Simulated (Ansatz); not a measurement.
Consider the formal exchange of groups at a Ge–Br bond: `[CH3][Ge]([CH3])([CH3])[Br]` + `C#N` → `[CH3][Ge]([CH3])([CH3])[C]#N` + HBr.

Program: Ansatz. Geometries: PBE0-D4/def2-TZVP. ΔE: electronic, gas phase. CCSD(T)/CBS adds triple-zeta CCSD(T) − MP2 to the extrapolated MP2 energy (def2 sets, frozen cores). This one scheme is used for every species. DFT in def2-TZVPP. B3LYP here is the variant with VWN-RPA as its local correlation; programs differ in this. HSE06 is defined as in plane-wave codes. For Br, Ge outer-core shells are correlated without core-valence functions, which leaves a few kJ/mol of doubt a bond. Scalar relativity is left out up to krypton.

| level | ΔE (kJ/mol) | difference from CCSD(T)/CBS |
| --- | --- | --- |
| LDA (SPW92) | 57.3 | -4.9 |
| BLYP-D4 | 61.8 | -0.4 |
| B97M-V | 61.0 | -1.2 |
| PBE-QIDH | 62.0 | -0.2 |
| PBE | 59.8 | -2.4 |
| BLYP | 58.6 | -3.6 |
| PBE0 | 61.5 | -0.7 |
| B3LYP | 60.1 | -2.1 |
| r2SCANh | 63.5 | 1.3 |
| HSE06 | 61.8 | -0.4 |
| LC-ωPBE | 56.6 | -5.6 |
| HF/def2-SVP | 60.6 | -1.6 |
| MP2/def2-SVP | 59.9 | -2.3 |
| CCSD(T)/def2-SVP | 55.0 | -7.2 |
| MP2/def2-TZVPP | 60.3 | -1.9 |
| MP2/def2-QZVPP | 63.7 | 1.5 |
| CCSD(T)/CBS | 62.2 | 0 |

Largest T1 diagnostic among the species: 0.014.

From BLYP to BHLYP (50 % exact exchange), in def2-TZVPP and without D4, ΔE moves by +3.7 kJ/mol. In def2-TZVPP, CCSD(T) changes the Hartree–Fock value by −9.1 kJ/mol (the triples alone add −0.8 kJ/mol) and MP2 by −4.8 kJ/mol. Leaving LDA and LC-ωPBE aside and taking each functional with its dispersion term where it has one, the values, not all of them listed here, spread over 7.2 kJ/mol, from CAM-B3LYP-D4 to BHLYP-D4.
